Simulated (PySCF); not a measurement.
## UHF on Te⁺ (tellurium, charge +1)

Configuration: [Kr] 4d10 5s2 5p3, high-spin 4S determinant. Computed with PySCF 2.14 in x2c-SVPall (6s5p3d, 36 functions), with scalar relativity by spin-free X2C-1e.

| Quantity | Value |
| --- | --- |
| Total energy | -6789.838913 hartree |
| One-electron energy | -9298.4506 hartree |
| Hartree (Coulomb) energy | 2683.1217 hartree |
| Exchange energy | -174.5100 hartree |
| ⟨S²⟩ | 3.7514 |
| ⟨L²⟩ | 0.000 |
| Sum of ⟨r⟩ | 34.28 bohr |
| Sum of ⟨r²⟩ | 50.16 bohr² |
| Langevin diamagnetic susceptibility | -39.7 ×10⁻⁶ cm³/mol |
| Time after the integrals | 0.08 s of wall time on 1 thread of Neoverse-V1 (shared host) |

```
shell  electrons  mean orbital energy (hartree)  rms radius, mean of both spins (bohr)
 1s α          1                    -1175.24569                                 0.0318
 1s β          1                    -1175.23943                                 0.0318
 2s α          1                     -184.13758                                  0.130
 2s β          1                     -184.13470                                  0.130
 2p α          3                     -165.25041                                  0.116
 2p β          3                     -165.24425                                  0.116
 3s α          1                      -38.51312                                  0.343
 3s β          1                      -38.50556                                  0.343
 3p α          3                      -32.20145                                  0.343
 3p β          3                      -32.19079                                  0.343
 3d α          5                      -22.60897                                  0.322
 3d β          5                      -22.60446                                  0.322
 4s α          1                       -7.48572                                  0.816
 4s β          1                       -7.46464                                  0.816
 4p α          3                       -5.43089                                  0.878
 4p β          3                       -5.40693                                  0.878
 4d α          5                       -2.31916                                   1.05
 4d β          5                       -2.29951                                   1.05
 5s α          1                       -1.17232                                   2.20
 5s β          1                       -0.91094                                   2.20
 5p α          3                       -0.69428                                   2.67
```

Densities and radii are taken from the X2C orbitals without a picture-change correction, which distorts them close to the nucleus.
